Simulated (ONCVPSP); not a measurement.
**La, ONCV: configuration errors across variants**

lanthanum, optimised norm-conserving Vanderbilt (ONCV), made with ONCVPSP 4.0.1 (PBE, scalar-relativistic). Core [Kr] 4d10, reference 5s2 5p6 5d1 6s2. Waves: 5s+6s: rc 2.75 bohr, ncon 5, nbas 9, qcut 5.8 1/bohr, 2 projectors; 5p: rc 1.95 bohr, ncon 4, nbas 7, qcut 3.9 1/bohr, 2 projectors, debl 3.9 Ha; 5d: rc 4.00 bohr, ncon 5, nbas 9, qcut 4.5 1/bohr, 1 projector; f scattering state at 0.44 Ha: rc 4.10 bohr, ncon 4, nbas 7, qcut 3.1 1/bohr, 1 projector. Local part: polynomial inside 1.30 bohr (lpopt 5, dvloc0 0 Ha). Core correction: Teter function, fcfact 5.5, rcfact 1.

In the f channel the program set the typed energies aside and used -0.160 Ha.

All-electron excitation energies from the reference (eV): (1) 5s2 5p6 5d1 6s1 5.966; (2) 5s2 5p6 5d1 6s0 16.854; (3) 5s2 5p6 5d0 6s0 35.804; (4) 5s2 5p5 5d1 6s2 26.972.

2 further variants failed, have other tests or too few solved ones, and are left out.

A true bound ghost makes a file unfit for plane-wave use even where its test errors are small: the radial tests pick states by their node count and pass the ghost by.

Errors AE − PS in meV (a dash: test not solved or not reliable):

| change | (1) | (2) | (3) | (4) | bound ghosts | GHOST(+) flags above zero |
| --- | --- | --- | --- | --- | --- | --- |
| base | -1.4 | -5.6 | +12 | -20 | s | p |
| all radii but the core radius scaled by about 0.89 (s 2.44, p 1.74, d 3.54, f 3.64 bohr); local potential polynomial inside 1.16 bohr (lpopt 5, dvloc0 0 Ha) | -1.1 | -3.2 | +4.2 | -12 | s | p |
| all radii but the core radius scaled by about 0.95 (s 2.62, p 1.86, d 3.80, f 3.90 bohr); local potential polynomial inside 1.24 bohr (lpopt 5, dvloc0 0 Ha) | -1.3 | -4.4 | +7.5 | -16 | s | p, f |
| all radii but the core radius scaled by about 1.09 (s 3.00, p 2.12, d 4.36, f 4.48 bohr); local potential polynomial inside 1.42 bohr (lpopt 5, dvloc0 0 Ha) | – | – | – | – | none | p |
| all radii but the core radius scaled by about 1.14 (s 3.14, p 2.22, d 4.56, f 4.68 bohr); local potential polynomial inside 1.48 bohr (lpopt 5, dvloc0 0 Ha) | -1.9 | -11 | +43 | -36 | none | s, p |
| all radii but the core radius scaled by about 1.19 (s 3.26, p 2.32, d 4.74, f 4.86 bohr); local potential polynomial inside 1.54 bohr (lpopt 5, dvloc0 0 Ha) | -2.3 | -14 | +59 | -47 | none | s |
| all radii but the core radius scaled by about 1.30 (s 3.58, p 2.54, d 5.22, f 5.34 bohr); local potential polynomial inside 1.70 bohr (lpopt 5, dvloc0 0 Ha) | -3.2 | -21 | +112 | -72 | none | s, p |

**Question.** Give the same row for: all radii but the core radius scaled by about 1.24 (s 3.42, p 2.42, d 4.98, f 5.10 bohr); local potential polynomial inside 1.62 bohr (lpopt 5, dvloc0 0 Ha).

**Answer.** -2.7, -17, +87, -61; bound ghosts: none; GHOST(+) flags above zero: s, p.
